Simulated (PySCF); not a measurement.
C3H8FNSi, SMILES C/C=N/[C@H](F)[SiH3].

Geometry optimised at ωB97X-D3(BJ)/def2-SVP. The structure was generated by enumeration; whether it is a known compound was not checked. The values are those of a single conformer.

Method: r2SCAN/def2-TZVP (PySCF).

Gas-phase values at a fixed geometry.

```yaml
total_energy: -563.13540 hartree
highest_occupied_level: -6.67 eV
lowest_empty_level: -1.19 eV
orbital_gap: 5.48 eV
dipole_moment: 0.98 D
quadrupole, principal values (traceless, Buckingham form, about the centre of nuclear charge): -7.21, -0.20, 7.41 D·Å
mean_static_polarisability: 75.7 bohr³ (11.22 Å³)
polarisability_principal_values: 60.8, 65.2, 101.2 bohr³
```
